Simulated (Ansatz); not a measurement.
Problem. Name a neutral molecule of C, N, Y and H with HOMO energy (PBE0/def2-TZVPP) between -5.50 and -5.20 eV and HOMO–LUMO gap (PBE0/def2-TZVPP) between 4.10 and 4.40 eV (Ansatz, PBE0-D4/def2-TZVP geometry).

Solution. `C[N](C)[Y]1234([N](C)C)[C@H]5[C@@H]1[C@@H]2[C@@H]3[C@H]54` (-5.47 eV, 4.28 eV). Other molecules can fit too; these were computed, each in one conformer that needn't be the lowest.
